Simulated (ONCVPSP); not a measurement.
## Plane-wave convergence, ONCV potential for boron (B)

```json
{"Element": "boron", "Generator": "ONCVPSP 4.0.1", "Type": "optimised norm-conserving Vanderbilt (ONCV)", "Functional": "PBE", "Relativity": "non-relativistic", "Frozen core": "[He]", "Valence charge": "3", "Reference configuration": "2s2 2p1", "Partial waves": "2s: rc 1.45 bohr, ncon 4, nbas 7, qcut 4.3 1/bohr, 2 projectors, debl 1.2 Ha; 2p: rc 2.75 bohr, ncon 4, nbas 8, qcut 5.5 1/bohr, 2 projectors, debl 1.5 Ha; d scattering state at 0.31 Ha: rc 2.90 bohr, ncon 3, nbas 6, qcut 2.9 1/bohr, 2 projectors, debl 1.4 Ha", "Local potential": "polynomial inside 1.15 bohr (lpopt 2, dvloc0 3 Ha)", "Core correction": "Teter function, fcfact 4.25, rcfact 1.8"}
```

Task: For each optimised wave give the share of its norm inside rc, the residual kinetic energy above qcut (Ha) and the cutoffs (Ha) for errors of 10, 1, 0.1 and 0.01 mHa per electron.

Result:

```tsv
wave	norm inside rc	residual KE	10 mHa	1 mHa	0.1 mHa	0.01 mHa
2s	0.311	2.1e-03	5.9	11.8	48.4	59.2
s projector 2	0.183	3.3e-03	7.1	11.8	41.6	78.9
2p	0.711	2.4e-08	5.7	8.2	10.3	11.9
p projector 2	0.344	3.4e-06	8.3	10.6	12.6	14.3
d projector 1	0.276	2.2e-04	1.7	3.3	5.3	14.8
d projector 2	0.233	1.2e-02	4.4	9.7	19.6	27.7
```

The occupied waves need 12 Ha and 48 Ha for 1 and 0.1 mHa.
